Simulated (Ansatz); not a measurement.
Program: Ansatz 0.2.0.

A structure relaxed at PBE0-D4/def2-TZVP, charge 0, multiplicity 1:

```tsv
atom	x (Å)	y (Å)	z (Å)
N1	-0.433	-1.853	1.735
C2	-0.040	-1.047	0.918
C3	0.402	-0.087	0.148
Si4	-0.648	1.322	-0.430
Se5	2.269	-0.127	-0.304
H6	-0.845	-2.720	1.403
H7	-0.103	2.605	0.082
H8	-2.040	1.130	0.055
H9	-0.642	1.366	-1.916
H10	2.080	-0.589	-1.691
```

Q: Give its formula and SMILES.

A: C2H5NSeSi, `N=C=C([SiH3])[SeH]`.

Q: Summarise the bond lengths by kind.

A: 1 × C–N 1.213 Å; 1 × H–N 1.015 Å; 1 × C–C 1.309 Å; 1 × C–Si 1.850 Å; 1 × C–Se 1.921 Å; 3 × H–Si 1.485 to 1.487 Å; 1 × H–Se 1.473 Å.
